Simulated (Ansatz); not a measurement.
Ansatz (a first-principles code) input (B3LYP/6-31G*):

Ansatz 0.2 input:
```yaml
crystal:
  periodic: [false, false, false]
  atoms:
    - {symbol: O, position_ang: [-1.01818262, 1.33656697, 0.31031714]}
    - {symbol: B, position_ang: [-0.49541115, 0.08463844, 0.11563296]}
    - {symbol: O, position_ang: [-1.33350914, -0.98633405, 0.19079546]}
    - {symbol: P, position_ang: [1.35747456, -0.25752007, -0.40844126]}
    - {symbol: H, position_ang: [-0.36523483, 2.04630747, 0.24893697]}
    - {symbol: H, position_ang: [-2.24231099, -0.69922170, 0.38018589]}
    - {symbol: H, position_ang: [1.96882501, 0.67493392, 0.48015036]}
    - {symbol: H, position_ang: [1.56719206, -1.38427418, 0.43027999]}
basis:
  gaussian:
    orbitals: 6-31G*
hamiltonian:
  xc: {name: B3LYP}
phonons: {temperatures: {t_min: 298.15, t_max: 298.15, t_step: 100}}
```

Output:

```
Functional definition: B3LYP
integrals: 0.02 GiB planned
750 factors; integrals over basis functions are off by at most 5.8e-4 eV
mean field: 0.23 GiB planned
mean field evaluation 1: about -14120.6054 eV, gradient 6.0e1 eV
mean field evaluation 2: about -14112.8024 eV, gradient 9.0e1 eV
mean field evaluation 4: about -14126.7613 eV, gradient 1.7e0 eV
mean field evaluation 8: about -14126.7831 eV, gradient 1.7e-1 eV
mean field evaluation 16: about -14126.7831 eV, gradient 5.8e-5 eV
mean field -14126.78313733 eV, -519.1497048193 hartree, gradient 5.8e-5 eV, S^2 0.000000; 0 other end points of the search recorded, 0 dependent functions left out
the calculation of the forces begins
reference -14126.78334713 eV, -519.1497125294 hartree; 20, 20 occupied and 52, 52 virtual orbitals, 750 factors
these checks for a lower state are left out or cut short: stability, starts, cluster_reference, orbital_swaps, neighbouring_geometries, increment
integrals: 0.02 GiB planned
750 factors; integrals over basis functions are off by at most 5.8e-4 eV
mean field: 0.23 GiB planned
mean field -14126.78302652 eV, -519.1497007470 hartree, gradient 9.2e-7 eV, S^2 0.000000; 0 other end points of the search recorded, 0 dependent functions left out
the calculation of the forces begins
reference -14126.78323632 eV, -519.1497084572 hartree; 20, 20 occupied and 52, 52 virtual orbitals, 750 factors
these checks for a lower state are left out or cut short: stability, starts, cluster_reference, orbital_swaps, neighbouring_geometries, increment
integrals: 0.02 GiB planned
750 factors; integrals over basis functions are off by at most 5.8e-4 eV
mean field: 0.23 GiB planned
mean field -14126.78302658 eV, -519.1497007494 hartree, gradient 2.0e-6 eV, S^2 0.000000; 0 other end points of the search recorded, 0 dependent functions left out
the calculation of the forces begins
reference -14126.78323638 eV, -519.1497084593 hartree; 20, 20 occupied and 52, 52 virtual orbitals, 750 factors
these checks for a lower state are left out or cut short: stability, starts, cluster_reference, orbital_swaps, neighbouring_geometries, increment
integrals: 0.02 GiB planned
750 factors; integrals over basis functions are off by at most 5.8e-4 eV
mean field: 0.23 GiB planned
mean field evaluation 32: about -14126.7829 eV, gradient 1.3e-4 eV
mean field -14126.78294365 eV, -519.1496977018 hartree, gradient 1.2e-6 eV, S^2 0.000000; 0 other end points of the search recorded, 0 dependent functions left out
the calculation of the forces begins
reference -14126.78315342 eV, -519.1497054107 hartree; 20, 20 occupied and 52, 52 virtual orbitals, 750 factors
these checks for a lower state are left out or cut short: stability, starts, cluster_reference, orbital_swaps, neighbouring_geometries, increment
integrals: 0.02 GiB planned
750 factors; integrals over basis functions are off by at most 5.8e-4 eV
mean field: 0.23 GiB planned
mean field -14126.78294091 eV, -519.1496976010 hartree, gradient 9.2e-7 eV, S^2 0.000000; 0 other end points of the search recorded, 0 dependent functions left out
the calculation of the forces begins
reference -14126.78315074 eV, -519.1497053123 hartree; 20, 20 occupied and 52, 52 virtual orbitals, 750 factors
these checks for a lower state are left out or cut short: stability, starts, cluster_reference, orbital_swaps, neighbouring_geometries, increment
integrals: 0.02 GiB planned
750 factors; integrals over basis functions are off by at most 5.8e-4 eV
mean field: 0.23 GiB planned
mean field -14126.78312189 eV, -519.1497042521 hartree, gradient 2.9e-6 eV, S^2 0.000000; 0 other end points of the search recorded, 0 dependent functions left out
the calculation of the forces begins
reference -14126.78333168 eV, -519.1497119615 hartree; 20, 20 occupied and 52, 52 virtual orbitals, 750 factors
these checks for a lower state are left out or cut short: stability, starts, cluster_reference, orbital_swaps, neighbouring_geometries, increment
integrals: 0.02 GiB planned
750 factors; integrals over basis functions are off by at most 5.8e-4 eV
mean field: 0.23 GiB planned
mean field -14126.78313003 eV, -519.1497045510 hartree, gradient 1.0e-6 eV, S^2 0.000000; 0 other end points of the search recorded, 0 dependent functions left out
the calculation of the forces begins
reference -14126.78333985 eV, -519.1497122618 hartree; 20, 20 occupied and 52, 52 virtual orbitals, 750 factors
these checks for a lower state are left out or cut short: stability, starts, cluster_reference, orbital_swaps, neighbouring_geometries, increment
integrals: 0.02 GiB planned
750 factors; integrals over basis functions are off by at most 5.8e-4 eV
mean field: 0.23 GiB planned
mean field -14126.78299795 eV, -519.1496996971 hartree, gradient 9.2e-7 eV, S^2 0.000000; 0 other end points of the search recorded, 0 dependent functions left out
[...]
mean field -14126.78312724 eV, -519.1497044484 hartree, gradient 1.3e-6 eV, S^2 0.000000; 0 other end points of the search recorded, 0 dependent functions left out
the calculation of the forces begins
reference -14126.78333703 eV, -519.1497121584 hartree; 20, 20 occupied and 52, 52 virtual orbitals, 750 factors
these checks for a lower state are left out or cut short: stability, starts, cluster_reference, orbital_swaps, neighbouring_geometries, increment
integrals: 0.02 GiB planned
750 factors; integrals over basis functions are off by at most 5.8e-4 eV
mean field: 0.23 GiB planned
mean field -14126.78311905 eV, -519.1497041477 hartree, gradient 1.8e-6 eV, S^2 0.000000; 0 other end points of the search recorded, 0 dependent functions left out
the calculation of the forces begins
reference -14126.78332887 eV, -519.1497118582 hartree; 20, 20 occupied and 52, 52 virtual orbitals, 750 factors
these checks for a lower state are left out or cut short: stability, starts, cluster_reference, orbital_swaps, neighbouring_geometries, increment
integrals: 0.02 GiB planned
750 factors; integrals over basis functions are off by at most 5.8e-4 eV
mean field: 0.23 GiB planned
mean field -14126.78312032 eV, -519.1497041942 hartree, gradient 1.5e-6 eV, S^2 0.000000; 0 other end points of the search recorded, 0 dependent functions left out
the calculation of the forces begins
reference -14126.78333011 eV, -519.1497119040 hartree; 20, 20 occupied and 52, 52 virtual orbitals, 750 factors
these checks for a lower state are left out or cut short: stability, starts, cluster_reference, orbital_swaps, neighbouring_geometries, increment
integrals: 0.02 GiB planned
750 factors; integrals over basis functions are off by at most 5.8e-4 eV
mean field: 0.23 GiB planned
mean field -14126.78310442 eV, -519.1497036098 hartree, gradient 1.8e-6 eV, S^2 0.000000; 0 other end points of the search recorded, 0 dependent functions left out
the calculation of the forces begins
reference -14126.78331421 eV, -519.1497113194 hartree; 20, 20 occupied and 52, 52 virtual orbitals, 750 factors
these checks for a lower state are left out or cut short: stability, starts, cluster_reference, orbital_swaps, neighbouring_geometries, increment
integrals: 0.02 GiB planned
750 factors; integrals over basis functions are off by at most 5.8e-4 eV
mean field: 0.23 GiB planned
mean field evaluation 256: about -14126.7831 eV, gradient 1.7e-6 eV
mean field -14126.78310492 eV, -519.1497036285 hartree, gradient 1.7e-6 eV, S^2 0.000000; 0 other end points of the search recorded, 0 dependent functions left out
the calculation of the forces begins
reference -14126.78331474 eV, -519.1497113391 hartree; 20, 20 occupied and 52, 52 virtual orbitals, 750 factors
these checks for a lower state are left out or cut short: stability, starts, cluster_reference, orbital_swaps, neighbouring_geometries, increment
integrals: 0.02 GiB planned
750 factors; integrals over basis functions are off by at most 5.8e-4 eV
mean field: 0.23 GiB planned
mean field -14126.78311003 eV, -519.1497038159 hartree, gradient 2.5e-6 eV, S^2 0.000000; 0 other end points of the search recorded, 0 dependent functions left out
the calculation of the forces begins
reference -14126.78331983 eV, -519.1497115262 hartree; 20, 20 occupied and 52, 52 virtual orbitals, 750 factors
these checks for a lower state are left out or cut short: stability, starts, cluster_reference, orbital_swaps, neighbouring_geometries, increment
integrals: 0.02 GiB planned
750 factors; integrals over basis functions are off by at most 5.8e-4 eV
mean field: 0.23 GiB planned
mean field -14126.78311025 eV, -519.1497038243 hartree, gradient 2.6e-6 eV, S^2 0.000000; 0 other end points of the search recorded, 0 dependent functions left out
the calculation of the forces begins
reference -14126.78332005 eV, -519.1497115343 hartree; 20, 20 occupied and 52, 52 virtual orbitals, 750 factors
these checks for a lower state are left out or cut short: stability, starts, cluster_reference, orbital_swaps, neighbouring_geometries, increment
integrals: 0.02 GiB planned
750 factors; integrals over basis functions are off by at most 5.8e-4 eV
mean field: 0.23 GiB planned
mean field -14126.78312839 eV, -519.1497044908 hartree, gradient 1.2e-6 eV, S^2 0.000000; 0 other end points of the search recorded, 0 dependent functions left out
the calculation of the forces begins
reference -14126.78333820 eV, -519.1497122011 hartree; 20, 20 occupied and 52, 52 virtual orbitals, 750 factors
these checks for a lower state are left out or cut short: stability, starts, cluster_reference, orbital_swaps, neighbouring_geometries, increment
integrals: 0.02 GiB planned
750 factors; integrals over basis functions are off by at most 5.8e-4 eV
mean field: 0.23 GiB planned
mean field -14126.78313006 eV, -519.1497045523 hartree, gradient 1.1e-6 eV, S^2 0.000000; 0 other end points of the search recorded, 0 dependent functions left out
the calculation of the forces begins
reference -14126.78333986 eV, -519.1497122622 hartree; 20, 20 occupied and 52, 52 virtual orbitals, 750 factors
these checks for a lower state are left out or cut short: stability, starts, cluster_reference, orbital_swaps, neighbouring_geometries, increment
integrals: 0.02 GiB planned
750 factors; integrals over basis functions are off by at most 5.8e-4 eV
mean field: 0.23 GiB planned
mean field -14126.78309195 eV, -519.1497031517 hartree, gradient 1.9e-6 eV, S^2 0.000000; 0 other end points of the search recorded, 0 dependent functions left out
the calculation of the forces begins
reference -14126.78330175 eV, -519.1497108616 hartree; 20, 20 occupied and 52, 52 virtual orbitals, 750 factors
these checks for a lower state are left out or cut short: stability, starts, cluster_reference, orbital_swaps, neighbouring_geometries, increment
integrals: 0.02 GiB planned
750 factors; integrals over basis functions are off by at most 5.8e-4 eV
mean field: 0.23 GiB planned
mean field evaluation 288: about -14126.7831 eV, gradient 5.0e-2 eV
mean field -14126.78309199 eV, -519.1497031531 hartree, gradient 2.2e-6 eV, S^2 0.000000; 0 other end points of the search recorded, 0 dependent functions left out
the calculation of the forces begins
reference -14126.78330180 eV, -519.1497108635 hartree; 20, 20 occupied and 52, 52 virtual orbitals, 750 factors
these checks for a lower state are left out or cut short: stability, starts, cluster_reference, orbital_swaps, neighbouring_geometries, increment
integrals: 0.02 GiB planned
750 factors; integrals over basis functions are off by at most 5.8e-4 eV
mean field: 0.23 GiB planned
mean field -14126.78311223 eV, -519.1497038970 hartree, gradient 1.9e-6 eV, S^2 0.000000; 0 other end points of the search recorded, 0 dependent functions left out
the calculation of the forces begins
reference -14126.78332205 eV, -519.1497116075 hartree; 20, 20 occupied and 52, 52 virtual orbitals, 750 factors
these checks for a lower state are left out or cut short: stability, starts, cluster_reference, orbital_swaps, neighbouring_geometries, increment
integrals: 0.02 GiB planned
750 factors; integrals over basis functions are off by at most 5.8e-4 eV
mean field: 0.23 GiB planned
mean field -14126.78311110 eV, -519.1497038555 hartree, gradient 2.2e-6 eV, S^2 0.000000; 0 other end points of the search recorded, 0 dependent functions left out
the calculation of the forces begins
reference -14126.78332089 eV, -519.1497115651 hartree; 20, 20 occupied and 52, 52 virtual orbitals, 750 factors
Total energy: -14126.78334713 eV, -519.1497125294 hartree
Atom 0 at    -1.018183     1.336567     0.310317 Å, force     0.000043     0.000460    -0.001608 eV/Å
Atom 1 at    -0.495411     0.084638     0.115633 Å, force    -0.001034    -0.001360     0.001164 eV/Å
Atom 2 at    -1.333509    -0.986334     0.190795 Å, force     0.000505     0.000476    -0.000319 eV/Å
Atom 3 at     1.357475    -0.257520    -0.408441 Å, force     0.001342     0.000267    -0.000906 eV/Å
Atom 4 at    -0.365235     2.046307     0.248937 Å, force     0.000021     0.000242     0.001051 eV/Å
Atom 5 at    -2.242311    -0.699222     0.380186 Å, force    -0.000296    -0.000001     0.000458 eV/Å
Atom 6 at     1.968825     0.674934     0.480150 Å, force    -0.000251    -0.000121    -0.000058 eV/Å
Atom 7 at     1.567192    -1.384274     0.430280 Å, force    -0.000330     0.000036     0.000218 eV/Å
Dipole moment:    -0.138523     0.333227     0.230587 e Å
Vibrations: 127.36 249.92 363.70 428.30 490.86 586.20 610.68 749.91 764.05 1006.44 1035.09 1133.41 1298.93 1434.36 2393.26 2433.53 3730.48 3809.88 cm⁻¹, zero-point energy 1.403894 eV
```

The blocks after the first are displaced geometries, from whose forces the wavenumbers follow.
